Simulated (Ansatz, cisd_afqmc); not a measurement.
Species: B, charge 0, doublet.

Total energies in def2-SVP, 3 correlated electrons, 1 frozen orbitals. Radicals and triplets start from unrestricted determinants; spin-orbit coupling is neglected. Correlated methods leave the cores frozen. No relativity. The Monte Carlo rows (phaseless AFQMC, CISD trial, step 0.005/hartree) carry one-sigma bars that omit the constraint's bias. Outlying blocks are dropped, and bars are widened where a walk drifts. Over all cases where full CI ran beside it in this data, AFQMC minus full CI had a median of +0.1 mEh and passed +0.4 mEh in a tenth of the cases. Full CI freezes restricted core orbitals and the other rows unrestricted ones, which leaves a small offset even where coupled cluster is exact.

```
method         program        energy (Eh)  error against FCI (mEh)
----------  ----------  -----------------  -----------------------
HF              Ansatz          -24.50055                    58.06
MP2             Ansatz          -24.53643                    22.19
CCSD            Ansatz          -24.55745                     1.16
CCSD(T)         Ansatz          -24.55830                     0.32
CCSDT           Ansatz          -24.55864                    -0.02
AFQMC/CISD  cisd_afqmc  -24.5585 ± 0.0001                0.1 ± 0.1
FCI             Ansatz          -24.55862                     0.00
```

Ansatz is a first-principles code.
